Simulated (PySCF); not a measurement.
**Working out the ionisation energy of Kr**

Kr [Kr] (1S) → Kr⁺ [Ar] 3d10 4s2 4p5 (2P). All numbers are calculated (PySCF 2.14, scalar relativity by spin-free X2C-1e, in aug-cc-pVTZ-DK (7s6p4d2f, 59 functions)). Frozen: [Ar] 3d10. Energies in hartree (1 hartree = 27.21139 eV):

```json
{"part": "UHF", "Kr (lower)": "-2788.173146", "Kr⁺ (upper)": "-2787.693795"}
{"part": "MP2 opposite-spin", "Kr (lower)": "-0.132008", "Kr⁺ (upper)": "-0.107904"}
{"part": "MP2 same-spin", "Kr (lower)": "-0.043394", "Kr⁺ (upper)": "-0.031511"}
```

Question: What does Hartree-Fock give?

Answer: (-2787.693795) − (-2788.173146) = 0.479351 hartree = 13.044 eV.

Question: What do MP2 and SCS-MP2 (6/5 opposite-spin, 1/3 same-spin) give?

Answer: The opposite-spin parts differ by 0.656 eV and the same-spin parts by 0.323 eV. MP2: 13.044 + (0.656) + (0.323) = 14.023 eV. SCS-MP2: 13.044 + 1.2 × (0.656) + (0.323)/3 = 13.939 eV.

Measured between the centres of the two terms (NIST): 14.222 eV, so MP2 (valence) is off by -0.199 eV.

What remains against the reference includes basis incompleteness, the frozen core and correlation beyond second order.
